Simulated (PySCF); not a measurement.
Compound: C₃H₇FSi.
SMILES: `F[SiH2]C1CC1`

Torsions of this conformer, `[F:1][SiH2:2][CH:3]1[CH2:4][CH2:5]1`: F1–Si2–C3–C4 151°.

The closed-shell ground state was solved at several levels (PySCF, density fitting, gas phase, non-relativistic). Isolated species at its PBE0-D3(BJ)/def2-SVP geometry (one conformer only).

| level | basis functions | total energy (Eh) | HOMO (eV) | LUMO (eV) | gap (eV) | dipole (D) |
| --- | --- | --- | --- | --- | --- | --- |
| CAM-B3LYP/def2-SVPD | 163 | -507.5670 | -9.95 | 1.10 | 11.05 | 2.17 |
| PBE0/pcSseg-1 | 127 | -507.4996 | -8.56 | 0.59 | 9.15 | 2.15 |

Estimate the row for PBE/pcSseg-2, a basis of 285 functions; the other rows only guide the guess.

Total energy -507.5961 Eh, HOMO -7.23 eV, LUMO -0.63 eV, gap 6.60 eV, dipole 2.09 D.

Over all these levels, which gives the widest orbital gap and which the narrowest?

CAM-B3LYP/def2-SVPD (range-separated hybrid) has the widest, 11.05 eV, and PBE/pcSseg-2 (GGA) the narrowest, 6.60 eV. Functional and basis both differ between the two, so the spread mixes both effects.

How far do the dipole and the HOMO energy spread over the levels?

The dipole runs from 2.09 to 2.17 D (mean 2.13 D) and the HOMO from -9.95 to -7.23 eV.
